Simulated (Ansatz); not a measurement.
Calculated with Ansatz (gas phase, PBE0-D4/def2-TZVP geometries, no zero-point term in ΔE). CCSD(T)/CBS is the MP2 limit (def2-TZVPP, def2-QZVPP) plus CCSD(T) − MP2 in def2-TZVPP, frozen cores. This one scheme is used for every species. Functionals use def2-TZVPP. Each species was taken in one conformer, which may not be the lowest.

`ClBCCl` + HCl → `ClCCl` + `BCl`  (substitution at a C–B bond)

| level | ΔE (eV) |
| --- | --- |
| LDA (SPW92) | 0.88 |
| revPBE-D4 | 0.79 |

Problem. What does CCSD(T)/CBS give? (Estimate.)

Solution. Computed: +0.81 eV. The listed levels differ from it by 0.07, -0.02 eV.

Largest T1 diagnostic among the species: 0.012.

In def2-TZVPP, CCSD(T) changes the Hartree–Fock value by +0.11 eV (the triples alone add +0.00 eV) and MP2 by +0.12 eV. From BLYP to BHLYP (50 % exact exchange), in def2-TZVPP and without D4, ΔE moves by +0.05 eV. Leaving LDA and LC-ωPBE aside and taking each functional with its dispersion term where it has one, the values, not all of them listed here, spread over 0.11 eV, from BLYP-D4 to B97M-V. LDA lies +0.10 eV from PBE without D4.
